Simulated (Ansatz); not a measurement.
B7H13. Total charge 0; singlet. Geometry B3LYP-D4/def2-SVP; atoms count from 1.

```xyz
20

B    -0.3770    0.2438    1.4746
B    -0.6038   -0.1287   -1.8387
B     0.4901   -1.7465    0.3315
B    -1.0170    1.2586    0.2795
B     0.4279    1.7645    1.4389
B     0.9040   -1.0018   -1.2800
B    -0.2101   -0.2811   -0.1855
H     1.9565   -0.4400   -1.4000
H    -0.6814    2.1863   -0.4070
H     0.2103    2.5241    2.3494
H    -0.5450   -2.3783    0.3876
H     0.7779    0.5299    1.9877
H    -0.4232    0.7718   -2.6049
H     0.2618   -1.1665   -2.3719
H    -2.2013    1.1423    0.4706
H     1.3818    1.9552    0.7281
H     1.3729   -1.9805    1.1075
H    -1.0865   -0.3006    2.2676
H    -1.6582   -0.7259   -1.8318
H     1.0203   -2.2264   -0.9032
```

Another isomer (singlet) lies 1.46 eV lower at PBE0-D4/def2-TZVP; other spin states weren't run for this one.

Estimate the Mulliken populations from the PBE0/def2-TZVP orbitals of Ansatz.


```json
{"atom": "B1", "charge (e)": "-0.02"}
{"atom": "B2", "charge (e)": "-0.29"}
{"atom": "B3", "charge (e)": "-0.30"}
{"atom": "B4", "charge (e)": "-0.10"}
{"atom": "B5", "charge (e)": "-0.28"}
{"atom": "B6", "charge (e)": "-0.18"}
{"atom": "B7", "charge (e)": "0.14"}
{"atom": "H8", "charge (e)": "0.03"}
{"atom": "H9", "charge (e)": "0.07"}
{"atom": "H10", "charge (e)": "0.02"}
{"atom": "H11", "charge (e)": "0.07"}
{"atom": "H12", "charge (e)": "0.19"}
{"atom": "H13", "charge (e)": "0.05"}
{"atom": "H14", "charge (e)": "0.19"}
{"atom": "H15", "charge (e)": "0.04"}
{"atom": "H16", "charge (e)": "0.04"}
{"atom": "H17", "charge (e)": "0.05"}
{"atom": "H18", "charge (e)": "0.05"}
{"atom": "H19", "charge (e)": "0.06"}
{"atom": "H20", "charge (e)": "0.19"}
```
Mulliken values and Mayer orders depend strongly on the basis.

And the Mayer bond orders between bonded heavy atoms (over 0.3)?

B1–B4 0.58 (1.69 Å); B1–B5 0.68 (1.72 Å); B1–B7 0.54 (1.75 Å); B2–B6 0.50 (1.83 Å); B2–B7 0.65 (1.71 Å); B3–B6 0.49 (1.82 Å); B3–B7 0.64 (1.70 Å); B4–B5 0.48 (1.92 Å); B4–B7 0.55 (1.80 Å); B6–B7 0.52 (1.72 Å).
